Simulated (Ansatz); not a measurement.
CH3Si (SMILES [CH]=[SiH2]) moved off its minimum; all values from Ansatz (a program for electronic structure), cores frozen in correlated methods. Open shells are unrestricted.
(charge 0, multiplicity 2)
```xyz
5

C      1.2869    -0.1071    -0.2214
Si    -0.4186     0.0031    -0.0282
H      2.1447    -0.1707     0.0714
H     -1.1101     1.4922    -0.1432
H     -1.3432    -1.0210    -0.0454
```

Forces at HF/def2-TZVPP (eV/Å):

| atom | Fx | Fy | Fz |
|---|---|---|---|
| C1 | -9.593 | 0.470 | -2.993 |
| Si2 | 0.173 | 4.104 | 0.270 |
| H3 | 9.567 | -0.701 | 2.961 |
| H4 | 1.004 | -2.229 | 0.026 |
| H5 | -1.151 | -1.645 | -0.264 |

### Question
Give the forces (eV/Å), the total energy and the dipole at MP2/aug-cc-pV(T+d)Z.

### Answer

```csv
atom,Fx,Fy,Fz
C1,-11.501,0.621,-2.376
Si2,2.052,3.889,-0.568
H3,9.776,-0.725,2.823
H4,0.912,-2.169,0.174
H5,-1.238,-1.616,-0.053
```
Energy -328.6520 hartree, dipole 1.38 D.

Doubts at one or more of the structures used: a spin-contaminated determinant (MP2/aug-cc-pV(T+d)Z, HF/def2-TZVPP).
